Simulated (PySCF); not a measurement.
Run record: geometry optimisation, H9N3Sn3.

Computed with PBE0-D3(BJ)/def2-SVP geometry optimisation, gas phase, def2 core potentials past Kr (PySCF 2.14.0). Start geometry: GFN2-xTB. A driver script takes a list of jobs; this job's settings line and coordinates (Å) are shown.

Input:
```
{"job": {"xc": "PBE0", "basis": "def2-SVP", "d3": "d3bj", "grid": 1, "maxiter": 30, "shake": 0.03, "kind": "geom"}, "charge": 0, "multiplicity": 1}
Sn    -1.772660    -0.675710    -0.720030
H     -3.433580    -0.142620    -0.497000
H     -1.658790    -1.842700    -1.831720
N     -0.689890     0.972890    -1.426280
Sn     1.154640     1.267480    -1.147520
H      1.961790     0.426480    -2.269500
H      1.476540     2.925250    -1.112030
N      1.733780     0.550400     0.647340
Sn     0.867110    -1.060360     1.584440
H      0.974750    -0.922360     3.213480
H      1.594560    -2.409100     0.900670
N     -1.041400    -1.191920     1.034350
H     -1.413600     1.849250    -1.473950
H      1.909800     1.251460     1.348040
H     -1.695830    -1.074560     1.793720
```

Output:
```
step   0  E = -812.19245805  max force = 0.128540
step   1  E = -812.22141123  max force = 0.015629
step   2  E = -812.22518275  max force = 0.003002
step   3  E = -812.22573318  max force = 0.002717
step   4  E = -812.22595510  max force = 0.003018
step   5  E = -812.22633145  max force = 0.001733
step   6  E = -812.22667141  max force = 0.003011
step   7  E = -812.22715368  max force = 0.004486
step   8  E = -812.22745863  max force = 0.003124
step   9  E = -812.22771751  max force = 0.000804
step  10  E = -812.22775102  max force = 0.000762
step  11  E = -812.22778588  max force = 0.000779
step  12  E = -812.22779672  max force = 0.000502
step  13  E = -812.22780614  max force = 0.000223
optimisation converged
```

Energies in Eh; «max force» is the largest Cartesian gradient component in Eh/bohr.

Question: How much energy does the optimisation release, in eV?

Answer: E(step 0) − E(last step) = 0.035348 Eh, which is 0.962 eV.

Question: Give the first gradient maximum in eV/Å.

Answer: With 1 Eh/bohr = 51.422 eV/Å, 6.610 eV/Å.

Main results: final energy -812.22781 Eh after 13 steps; dipole 2.17 D.

Question: Give the final coordinates.

Answer: 0.257 Å rms from the input after alignment:
```
atom  x, y, z in Å
Sn1   -1.8116   -0.6224   -0.7486
H2    -3.4952   -0.3234   -0.6362
H3    -1.3554   -1.8576   -1.8405
N4    -0.8678    1.0857   -1.3874
Sn5    1.1599    1.2618   -1.1141
H6     1.8789    0.1479   -2.1952
H7     1.6129    2.9000   -1.3283
N8     1.7046    0.6470    0.7686
Sn9    0.9002   -1.1055    1.4787
H10    1.1509   -1.1970    3.1712
H11    1.6200   -2.3556    0.5594
N12   -1.1141   -1.2000    1.0945
H13   -1.3620    1.9227   -1.0751
H14    1.6071    1.4026    1.4486
H15   -1.6610   -0.7822    1.8484
```

The run took 5.2 min wall on an Arm Neoverse V1 with one thread, no GPU (shared host), and the process peaked at 0.70 GiB of memory.
Labels such as C1 count atoms from 1, the log's own numbers from 0.
